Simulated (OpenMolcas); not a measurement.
Cr3+: ligand-field states by method

Cr3+ with 6 ligands (fluoride) in octahedral coordination (Oh) at 1.93 Å. A charge of +0.5 e stands 2.4 Å behind each ligand. Ligand basis ANO-RCC-VDZP.

* Program: OpenMolcas
* Basis: ANO-RCC-VDZP [5s4p2d1f]
* Scalar Hamiltonian: DKH2, point nucleus
* Active space: 3 electrons in 5 orbitals (3d)
* State averaging: 2S+1 = 4 even, 10 roots; 2S+1 = 2 even, 40 roots
* Spin-orbit coupling: RASSI with atomic mean-field integrals over the reference wave functions

I. CASSCF
II. SS-CASPT2, IPEA 0.25 Eh, imaginary shift 0.1 Eh (closed shells correlated: 3s 3p and the ligand valence shells)
III. SS-CASPT2, IPEA 0.25 Eh, imaginary shift 0.1 Eh (closed shells correlated: the ligand valence shells only)

Spin-free states (labels of O, the rotations of Oh) in cm-1, each column counted from its own energy of the first state listed:

| State | Degeneracy | I | II | III |
| --- | --- | --- | --- | --- |
| 4A2 | 1 | 0 | 0 | 0 |
| 4T2 | 3 | 13492 | 15050 | 14640 |
| 2E | 2 | 19441 | 15600 | 17160 |
| 2T1 | 3 | 20430 | 16600 | 18100 |
| 4T1 | 3 | 21588 | 21840 | 22240 |
| 2T2 | 3 | 27328 | 22480 | 24170 |
| 2A1 | 1 | 29841 | 26800 | 28420 |
| 2T2 | 3 | 32774 | 30750 | 31770 |
| 2T1 | 3 | 33819 | 31590 | 32610 |
| 4T1 | 3 | 35033 | 33950 | 34980 |
| 2E | 2 | 36035 | 32310 | 33980 |
| 2T1 | 3 | 39690 | 36450 | 37820 |
| 2T2 | 3 | 46310 | 44250 | 45430 |
| 2T1 | 3 | 46743 | 47020 | 47370 |
| 2A2 | 1 | 50814 | 44550 | 47420 |
| 2T2 | 3 | 52295 | 47050 | 49400 |
| 2E | 2 | 55247 | 53820 | 54970 |
| 2T1 | 3 | 58612 | 55050 | 56840 |
| 2E | 2 | 76920 | 69610 | 71390 |
| 2T2 | 3 | 79588 | 73310 | 75160 |

From I to II, I's first state of the same spin (4T2) moves from 13492 to 15050 cm-1, by about +1600 cm-1.

From I to II, I's first state of another spin (2E) moves from 19441 to 15600 cm-1, by about -3800 cm-1.

I: A least-squares ligand-field fit to the states below 45000 cm-1, each weighted by its degeneracy and with a free common offset, gives 10Dq = 13367 cm-1, B = 1075 cm-1 and C = 3970 cm-1 (C/B = 3.69), with an rms deviation of 63 cm-1. The same method and metal basis give the free ion B = 1151 cm-1 (fit to its terms below 60000 cm-1, rms deviation 60 cm-1), so the nephelauxetic ratio is β = 1075 / 1151 = 0.93; it hangs on how both fits weigh the states, and computed free-ion B values tend to be too large, so β mixes covalency with correlation.

III: A least-squares ligand-field fit to the states below 45000 cm-1, each weighted by its degeneracy and with a free common offset, gives 10Dq = 14537 cm-1, B = 910 cm-1 and C = 3522 cm-1 (C/B = 3.87), with an rms deviation of 244 cm-1. 

χT at 300 K: I 1.83, II 1.83, III 1.83 cm3 K/mol.

Roots that are degenerate in the reference are averaged as groups; the widest CASPT2 spread within a group is 89 cm-1 (the 2-fold group of multiplicity 2 near 32300 cm-1 above the lowest state of its run, II). Shifts and gaps below about the spread of the groups concerned are not significant. Over all roots computed the reference weight is 0.71 to 0.72 in II, 0.73 to 0.74 in III; a low but even weight reflects the number of correlated electrons. Ligand-to-metal charge-transfer states are missing. With no ligand orbital active B as a rule stays too high, so bands that hang on it stand too high and its fall with covalency is understated. Without dynamic correlation the repulsion within the d shell is too large (B by tens of per cent), so at a given field states of lower spin stand too high (holds for I). With metal d orbitals alone and no dynamic correlation the field as a rule comes out too small, by tens of per cent, by up to half for chloride and softer ligands (holds for I). With one d shell and no ligand orbital active, 10Dq can be off by a tenth or more (holds for II; III). No measured value stands beside these numbers; the geometry is a model, was not optimised and need not be the one that this ion takes.
